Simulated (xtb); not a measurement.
CF$_{3}$O$_{3}$S (SMILES O=S(=O)([O-])C(F)(F)F), charge -1, singlet, geometry from GFN2-xTB; GFN2-xTB with GBSA(toluene) (xtb 6.7.1).

Input for xtb:
```
$ xtb mol.xyz --gfn 2 --chrg -1 --gbsa toluene --json

# file mol.xyz
8

O      1.43759940    -0.31893974     1.17113549
S      0.92357543    -0.03591358    -0.15049648
O      1.20167442     1.28840781    -0.66027026
O      1.03510126    -1.11234754    -1.10960410
C     -0.92892797     0.03612172     0.15136868
F     -1.26275110     0.99198614     1.03329425
F     -1.40924817    -1.11942013     0.63811600
F     -1.61673848     0.29420318    -0.97256107
```

The log (banner, timings and long lists left out):

```
   ID    Z sym.   atoms
    1    8 O      1, 3, 4
    2   16 S      2
    3    6 C      5
    4    9 F      6-8

           -------------------------------------------------
          |                Calculation Setup                |
           -------------------------------------------------

           -------------------------------------------------
          |                 G F N 2 - x T B                 |
           -------------------------------------------------

      * Solvation model:               GBSA
        Solvent                        toluene
        Parameter file                 internal GFN2-xTB/GBSA
        Dielectric constant                7.0000E+00
        Reference state                gsolv [1 M gas/solution]
        Free energy shift                  4.5239E-03 Eh       2.8388E+00 kcal/mol
        Temperature                        2.9815E+02 K
        Density                            8.6700E-01 kg/L
        Solvent mass                       9.2140E+01 g/mol
        Interaction kernel             Still
        Born radius scaling (c1)           1.5686E+00
        Born radii integrator          GBOBC
        Born offset                        0.0000E+00 a0       0.0000E+00 AA
        H-bond correction              false
        Ion screening                  false
        Surface tension                    1.0000E-05 Eh       1.5569E+01 dyn/cm
        Grid points                               230 per atom

          ...................................................
          :                      SETUP                      :
          :.................................................:
          :  # basis functions                  38          :
          :  # atomic orbitals                  37          :
          :  # shells                           17          :
          :  # electrons                        50          :
          :  max. iterations                   250          :
          :  Hamiltonian                  GFN2-xTB          :
          :  restarted?                      false          :
          :  GBSA solvation                   true          :
          :  PC potential                    false          :
          :  electronic temp.          300.0000000     K    :
          :  accuracy                    1.0000000          :
          :  -> integral cutoff          0.2500000E+02      :
          :  -> integral neglect         0.1000000E-07      :
          :  -> SCF convergence          0.1000000E-05 Eh   :
          :  -> wf. convergence          0.1000000E-03 e    :
          :  Broyden damping             0.4000000          :
          :  net charge                         -1          :
          :  unpaired electrons                  0          :
          ...................................................

 iter      E             dE          RMSdq      gap      omega  full diag
   1    -32.1414382 -0.321414E+02  0.863E+00    7.82       0.0  T
   2    -32.2137405 -0.723023E-01  0.575E+00    8.30       1.0  T
   3    -32.2209776 -0.723710E-02  0.262E+00    8.20       1.0  T
   4    -32.2256595 -0.468193E-02  0.605E-01    8.26       1.0  T
   5    -32.2259674 -0.307885E-03  0.311E-01    8.23       1.0  T
   6    -32.2260636 -0.962120E-04  0.105E-01    8.22       1.0  T
   7    -32.2260763 -0.126566E-04  0.502E-02    8.21       1.0  T
   8    -32.2260798 -0.347088E-05  0.483E-03    8.21       7.3  T
   9    -32.2260798 -0.156661E-07  0.268E-03    8.21      13.2  T
  10    -32.2260798 -0.939956E-08  0.623E-04    8.21      56.8  T
  11    -32.2260798 -0.508251E-09  0.547E-05    8.21     646.8  T

   *** convergence criteria satisfied after 11 iterations ***

         :::::::::::::::::::::::::::::::::::::::::::::::::::::
         ::                     SUMMARY                     ::
         :::::::::::::::::::::::::::::::::::::::::::::::::::::
         :: total energy             -32.127424253347 Eh    ::
         :: total w/o Gsasa/hb       -32.126353451406 Eh    ::
         :: gradient norm              0.008619852506 Eh/a0 ::
         :: HOMO-LUMO gap              8.207927937701 eV    ::
         ::.................................................::
         :: SCC energy               -32.226077579493 Eh    ::
         :: -> isotropic ES            0.214589629514 Eh    ::
         :: -> anisotropic ES         -0.014013287995 Eh    ::
         :: -> anisotropic XC         -0.025407734322 Eh    ::
         :: -> dispersion             -0.007063770839 Eh    ::
         :: -> Gsolv                  -0.073153867646 Eh    ::
         ::    -> Gelec               -0.072083065706 Eh    ::
         ::    -> Gsasa               -0.005594681812 Eh    ::
         ::    -> Ghb                  0.000000000000 Eh    ::
         ::    -> Gshift               0.004523879872 Eh    ::
         :: repulsion energy           0.098653326147 Eh    ::
         :: add. restraining           0.000000000000 Eh    ::
         :: total charge              -1.000000000000 e     ::
         :::::::::::::::::::::::::::::::::::::::::::::::::::::

           -------------------------------------------------
          |                Property Printout                |
           -------------------------------------------------

    * Orbital Energies and Occupations

         #    Occupation            Energy/Eh            Energy/eV
      -------------------------------------------------------------
         1        2.0000           -0.8770721             -23.8663
       ...           ...                  ...                  ...
        13        2.0000           -0.5444692             -14.8158
        14        2.0000           -0.5325102             -14.4903
        15        2.0000           -0.5318406             -14.4721
        16        2.0000           -0.5318406             -14.4721
        17        2.0000           -0.5092605             -13.8577
        18        2.0000           -0.5092605             -13.8577
        19        2.0000           -0.5069076             -13.7937
        20        2.0000           -0.4416433             -12.0177
        21        2.0000           -0.4416433             -12.0177
        22        2.0000           -0.4236679             -11.5286
        23        2.0000           -0.4236679             -11.5286
        24        2.0000           -0.4090217             -11.1300
        25        2.0000           -0.4068818             -11.0718 (HOMO)
        26                         -0.1052460              -2.8639 (LUMO)
        27                         -0.0610609              -1.6616
        28                         -0.0127516              -0.3470
        29                         -0.0127516              -0.3470
        30                          0.1153116               3.1378
        31                          0.1153117               3.1378
        32                          0.1201501               3.2695
        33                          0.2435759               6.6280
        34                          0.2435759               6.6280
        35                          0.6485380              17.6476
        36                          1.2326875              33.5431
        37                          1.2326875              33.5431
      -------------------------------------------------------------
                  HL-Gap            0.3016358 Eh            8.2079 eV
             Fermi-level           -0.2560639 Eh           -6.9679 eV

     #   Z          covCN         q      C6AA      α(0)
     1   8 O        0.860    -0.638    27.081     6.977
     2  16 S        3.567     1.176   101.743    16.977
     3   8 O        0.860    -0.638    27.081     6.977
     4   8 O        0.860    -0.638    27.081     6.977
     5   6 C        3.313     0.364    19.339     7.015
     6   9 F        0.798    -0.208    11.320     3.974
     7   9 F        0.798    -0.208    11.320     3.974
     8   9 F        0.798    -0.208    11.320     3.974

 Mol. C6AA /au·bohr⁶  :       1588.331944
 Mol. C8AA /au·bohr⁸  :      41732.899555
 Mol. α(0) /au        :         56.846809

Wiberg/Mayer (AO) data.
largest (>0.10) Wiberg bond orders for each atom

 ---------------------------------------------------------------------------
     #   Z sym  total        # sym  WBO       # sym  WBO       # sym  WBO
 ---------------------------------------------------------------------------
     1   8 O    1.825 --     2 S    1.512     3 O    0.112     4 O    0.112
     2  16 S    5.241 --     3 O    1.512     1 O    1.512     4 O    1.512
                             5 C    0.650
     3   8 O    1.825 --     2 S    1.512     1 O    0.112     4 O    0.112
     4   8 O    1.825 --     2 S    1.512     1 O    0.112     3 O    0.112
     5   6 C    3.733 --     6 F    0.954     8 F    0.954     7 F    0.954
                             2 S    0.650
     6   9 F    1.075 --     5 C    0.954
     7   9 F    1.075 --     5 C    0.954
     8   9 F    1.075 --     5 C    0.954
 ---------------------------------------------------------------------------

Topologies differ in total number of bonds
Writing topology from bond orders to xtbtopo.mol

molecular dipole:
                 x           y           z       tot (Debye)
 q only:       -1.331       0.052       0.217
   full:       -1.466       0.057       0.239       3.779
molecular quadrupole (traceless):
                xx          xy          yy          xz          yz          zz
 q only:       -1.769       0.105       0.918       0.438      -0.017       0.851
  q+dip:       -0.256       0.015       0.133       0.063      -0.002       0.123
   full:       -0.301       0.018       0.156       0.075      -0.003       0.145

           -------------------------------------------------
          | TOTAL ENERGY              -32.127424253347 Eh   |
          | GRADIENT NORM               0.008619852506 Eh/α |
          | HOMO-LUMO GAP               8.207927937701 eV   |
           -------------------------------------------------

normal termination of xtb
```
